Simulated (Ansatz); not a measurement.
B4N4H14, a cluster cut from wurtzite BN (hydrogen-capped). Charge 0, multiplicity 1. Geometry PBE0-D4/def2-SVP; atoms count from 1.

```
atom   x (Å)   y (Å)   z (Å)
  B1  -0.880   0.089  -1.435
  N2   0.506  -0.744  -1.361
  B3   0.541   1.593   0.102
  N4  -0.866   0.939  -0.118
  N5   1.439   0.373   0.671
  B6   0.924  -1.002   0.126
  B7  -1.264   0.056   1.114
  N8  -0.405  -1.299   0.900
  H9  -0.876   0.782  -2.441
 H10  -1.793  -0.736  -1.439
 H11   1.232  -0.201  -1.829
 H12   0.420  -1.609  -1.891
 H13   1.053   1.950  -0.958
 H14   0.516   2.491   0.931
 H15  -1.553   1.683  -0.212
 H16   2.420   0.530   0.448
 H17   1.381   0.378   1.690
 H18   1.750  -1.898   0.239
 H19  -2.454  -0.224   1.126
 H20  -0.890   0.553   2.175
 H21  -0.971  -1.957   0.363
 H22  -0.233  -1.747   1.798
```

Question: Estimate the Mulliken populations from the PBE0/def2-TZVP orbitals of Ansatz.

Answer: 
```json
{"atom": "B1", "charge (e)": "-0.23"}
{"atom": "N2", "charge (e)": "-0.27"}
{"atom": "B3", "charge (e)": "-0.23"}
{"atom": "N4", "charge (e)": "-0.08"}
{"atom": "N5", "charge (e)": "-0.27"}
{"atom": "B6", "charge (e)": "-0.10"}
{"atom": "B7", "charge (e)": "-0.23"}
{"atom": "N8", "charge (e)": "-0.27"}
{"atom": "H9", "charge (e)": "0.00"}
{"atom": "H10", "charge (e)": "-0.03"}
{"atom": "H11", "charge (e)": "0.25"}
{"atom": "H12", "charge (e)": "0.26"}
{"atom": "H13", "charge (e)": "-0.03"}
{"atom": "H14", "charge (e)": "0.00"}
{"atom": "H15", "charge (e)": "0.22"}
{"atom": "H16", "charge (e)": "0.26"}
{"atom": "H17", "charge (e)": "0.25"}
{"atom": "H18", "charge (e)": "0.00"}
{"atom": "H19", "charge (e)": "0.00"}
{"atom": "H20", "charge (e)": "-0.03"}
{"atom": "H21", "charge (e)": "0.25"}
{"atom": "H22", "charge (e)": "0.26"}
```
Mulliken values depend strongly on the basis.

Question: And the Mayer bond orders between heavy atoms (over 0.3)?

Answer: B1–N2 0.76 (1.62 Å); B1–N4 0.86 (1.57 Å); N2–B6 0.90 (1.57 Å); B3–N4 0.86 (1.57 Å); B3–N5 0.76 (1.62 Å); N4–B7 0.86 (1.57 Å); N5–B6 0.90 (1.57 Å); B6–N8 0.90 (1.57 Å); B7–N8 0.76 (1.62 Å).
